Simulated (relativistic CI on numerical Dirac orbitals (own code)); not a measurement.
**Tc⁶⁺: L2,3 absorption edge**

Computed with this model: Dirac-Coulomb-Breit CI, KLI orbitals optimised for each configuration, a model potential for QED, valence Slater integrals scaled by 0.7, multiplet model of core-to-valence dipole absorption; configurations [Kr] 4d → [He] 2s2 2p5 3s2 3p6 3d10 4s2 4p6 4d2; 10 K; Lorentzian 1.6 eV and Gaussian 0.5 eV FWHM. Energies are those of the free ion, without screening or charge transfer. The branching ratio is the share of the lower-energy edge in the whole absorption, uncertain by about 0.02 where the edges overlap. S is read from ⟨S²⟩ = S(S + 1).

Field parameters in Wybourne normalisation: Oh B⁴₀ = 21Dq, B⁴₄ = √(5/14) B⁴₀. The field is a parameter set, without covalency.

Computed curve for free ion, scaled to 100 at the maximum (points under 2 are left out and the grid is thinned):

```json
{"Energy (eV)": "2685.25", "Intensity": "2.1"}
{"Energy (eV)": "2685.75", "Intensity": "2.5"}
{"Energy (eV)": "2686.50", "Intensity": "3.3"}
{"Energy (eV)": "2687.00", "Intensity": "4.0"}
{"Energy (eV)": "2687.50", "Intensity": "5.1"}
{"Energy (eV)": "2688.00", "Intensity": "6.8"}
{"Energy (eV)": "2688.75", "Intensity": "11.3"}
{"Energy (eV)": "2689.25", "Intensity": "17.3"}
{"Energy (eV)": "2689.75", "Intensity": "27.2"}
{"Energy (eV)": "2690.50", "Intensity": "45.8"}
{"Energy (eV)": "2691.00", "Intensity": "60.7"}
{"Energy (eV)": "2691.50", "Intensity": "83.2"}
{"Energy (eV)": "2692.00", "Intensity": "100.0"}
{"Energy (eV)": "2692.75", "Intensity": "67.2"}
{"Energy (eV)": "2693.25", "Intensity": "38.3"}
{"Energy (eV)": "2693.75", "Intensity": "22.7"}
{"Energy (eV)": "2694.50", "Intensity": "12.6"}
{"Energy (eV)": "2695.00", "Intensity": "9.2"}
{"Energy (eV)": "2695.50", "Intensity": "6.8"}
{"Energy (eV)": "2696.00", "Intensity": "5.1"}
{"Energy (eV)": "2696.75", "Intensity": "3.6"}
{"Energy (eV)": "2697.25", "Intensity": "3.0"}
{"Energy (eV)": "2697.75", "Intensity": "2.5"}
{"Energy (eV)": "2698.25", "Intensity": "2.1"}
{"Energy (eV)": "2803.75", "Intensity": "2.8"}
{"Energy (eV)": "2804.25", "Intensity": "3.9"}
{"Energy (eV)": "2804.75", "Intensity": "5.8"}
{"Energy (eV)": "2805.50", "Intensity": "12.1"}
{"Energy (eV)": "2806.00", "Intensity": "20.0"}
{"Energy (eV)": "2806.50", "Intensity": "27.7"}
{"Energy (eV)": "2807.00", "Intensity": "29.7"}
{"Energy (eV)": "2807.75", "Intensity": "27.5"}
{"Energy (eV)": "2808.25", "Intensity": "21.2"}
{"Energy (eV)": "2808.75", "Intensity": "13.2"}
{"Energy (eV)": "2809.50", "Intensity": "6.5"}
{"Energy (eV)": "2810.00", "Intensity": "4.7"}
{"Energy (eV)": "2810.50", "Intensity": "4.1"}
{"Energy (eV)": "2811.00", "Intensity": "4.3"}
{"Energy (eV)": "2811.75", "Intensity": "3.4"}
{"Energy (eV)": "2812.25", "Intensity": "2.3"}
```

The ground state has S = 0.50, and the centroid lies at 2722.52 eV.
